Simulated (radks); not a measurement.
Question: These are the eigenvalues of the occupied orbitals of an atom or ion with whole-number occupations (eV). All-electron calculation, non-relativistic Kohn-Sham, LDA (Slater exchange, Perdew-Wang correlation), spin-polarised, spherical densities, point nucleus. Program: a radial shooting solver on a logarithmic mesh with Libxc functionals.

| orbital | eigenvalue |
|---|---|
| 1s | -74967.99 |
| 2s | -12552.03 |
| 2p | -12077.74 |
| 3s | -2955.098 |
| 3p | -2730.063 |
| 3d | -2308.762 |
| 4s | -631.9242 |
| 4p | -534.3242 |
| 4d | -354.2674 |
| 4f | -111.8429 |
| 5s | -93.1530 |
| 5p | -61.5467 |
| 5d | -12.3105 |
| 6s | -5.5825 |

Which element is it, and in what charge state? The configuration may be excited. Open shells, if any, are filled with parallel spins first.

Answer: Z = 80, mercury, charge 0: Hg in [Hg]. The list shows which subshells hold electrons but not how many an open one holds; the 1s level, -2755 hartree, gives Z - s = 74.2 by -(Z - s)^2/2, which with screening narrows Z to a few neighbours, and the depths of the outer levels then fix element, charge and occupations together.
